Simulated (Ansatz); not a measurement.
A calculation with Ansatz (development build ahead of 0.2.0).

```yaml
crystal:
  periodic: [false, false, false]
  atoms:
    - { symbol: C, position_ang: [0.0, 0.705, 0.0] }
    - { symbol: C, position_ang: [-1.2211, 1.41, 0.0] }
    - { symbol: C, position_ang: [-2.44219, 0.705, 0.0] }
    - { symbol: C, position_ang: [-2.44219, -0.705, 0.0] }
    - { symbol: C, position_ang: [-1.2211, -1.41, 0.0] }
    - { symbol: C, position_ang: [0.0, -0.705, 0.0] }
    - { symbol: C, position_ang: [1.41, 0.705, 0.0] }
    - { symbol: C, position_ang: [1.41, -0.705, 0.0] }
    - { symbol: C, position_ang: [2.6311, 1.41, 0.0] }
    - { symbol: C, position_ang: [3.85219, 0.705, 0.0] }
    - { symbol: C, position_ang: [3.85219, -0.705, 0.0] }
    - { symbol: C, position_ang: [2.6311, -1.41, 0.0] }
    - { symbol: H, position_ang: [-1.2211, 2.495, 0.0] }
    - { symbol: H, position_ang: [-3.38183, 1.2475, 0.0] }
    - { symbol: H, position_ang: [-3.38183, -1.2475, 0.0] }
    - { symbol: H, position_ang: [-1.2211, -2.495, 0.0] }
    - { symbol: H, position_ang: [2.6311, 2.495, 0.0] }
    - { symbol: H, position_ang: [4.79183, 1.2475, 0.0] }
    - { symbol: H, position_ang: [4.79183, -1.2475, 0.0] }
    - { symbol: H, position_ang: [2.6311, -2.495, 0.0] }
basis:
  gaussian: { orbitals: def2-TZVP }
hamiltonian:
  xc: pbe0
```

The input is written out in the form of the current development build from the run's settings.

Results

- Converged: yes
- Total energy: -461.61592 hartree
- Spin squared of the determinant: 0.000
- Stability test: minimum among restricted orbitals
